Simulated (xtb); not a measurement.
Ag, charge +1, singlet (GFN-xTB shapes and energies of metal compounds can be far from the true ones); GFN0-xTB in xtb 6.7.1.

Here is a job for xtb.
```
$ xtb mol.xyz --gfn 0 --chrg 1 --acc 0.1 --json

# file mol.xyz
1

Ag     0.00000000     0.00000000     0.00000000
```

Output, abridged:

```
   ID    Z sym.   atoms
    1   47 Ag     1

           -------------------------------------------------
          |                Calculation Setup                |
           -------------------------------------------------

           -------------------------------------------------
          |                 G F N 0 - x T B                 |
           -------------------------------------------------

          ...................................................
          :                      SETUP                      :
          :.................................................:
          :  # basis functions                  10          :
          :  # atomic orbitals                   9          :
          :  # shells                            3          :
          :  # electrons                        10          :
          :  electronic temp.          300.0000000     K    :
          :  accuracy                    0.1000000          :
          :  -> integral cutoff          0.3500000E+02      :
          :  -> integral neglect         0.1000000E-08      :
          ...................................................

         :::::::::::::::::::::::::::::::::::::::::::::::::::::
         ::                     SUMMARY                     ::
         :::::::::::::::::::::::::::::::::::::::::::::::::::::
         :: total energy              -2.031298818459 Eh    ::
         :: gradient norm              0.000000000000 Eh/a0 ::
         :: HOMO-LUMO gap              4.853449900000 eV    ::
         ::.................................................::
         :: H0 energy                 -3.951651075549 Eh    ::
         :: repulsion energy           0.000000000000 Eh    ::
         :: electrostat energy         1.920352257090 Eh    ::
         :: -> Gsolv                   0.000000000000 Eh    ::
         ::    -> Gsasa                0.000000000000 Eh    ::
         ::    -> Gshift               0.000000000000 Eh    ::
         :: dispersion energy          0.000000000000 Eh    ::
         :: short-range corr.          0.000000000000 Eh    ::
         :: add. restraining           0.000000000000 Eh    ::
         :: total charge               1.000000000000 e     ::
         :::::::::::::::::::::::::::::::::::::::::::::::::::::

           -------------------------------------------------
          |                Property Printout                |
           -------------------------------------------------

    * Orbital Energies and Occupations

         #    Occupation            Energy/Eh            Energy/eV
      -------------------------------------------------------------
         1        2.0000           -0.3951651             -10.7530
         2        2.0000           -0.3951651             -10.7530
         3        2.0000           -0.3951651             -10.7530
         4        2.0000           -0.3951651             -10.7530
         5        2.0000           -0.3951651             -10.7530 (HOMO)
         6                         -0.2168041              -5.8995 (LUMO)
         7                         -0.1597619              -4.3473
         8                         -0.1597619              -4.3473
         9                         -0.1597619              -4.3473
      -------------------------------------------------------------
                  HL-Gap            0.1783610 Eh            4.8534 eV
             Fermi-level            0.0000000 Eh            0.0000 eV

     #   Z          covCN         q      C6AA      α(0)
     1  47 Ag       0.000     1.000   375.090    50.189

 Mol. C6AA /au·bohr⁶  :        375.089521
 Mol. C8AA /au·bohr⁸  :      33332.992512
 Mol. α(0) /au        :         50.189115

Wiberg/Mayer (AO) data.
largest (>0.10) Wiberg bond orders for each atom

 ---------------------------------------------------------------------------
     #   Z sym  total        # sym  WBO       # sym  WBO       # sym  WBO
 ---------------------------------------------------------------------------
     1  47 Ag   0.000
 ---------------------------------------------------------------------------

 dipole moment from electron density (au)
     X       Y       Z
   0.0000   0.0000   0.0000  total (Debye):    0.000

           -------------------------------------------------
          | TOTAL ENERGY               -2.031298818459 Eh   |
          | GRADIENT NORM               0.000000000000 Eh/α |
          | HOMO-LUMO GAP               4.853449900000 eV   |
           -------------------------------------------------

normal termination of xtb
```
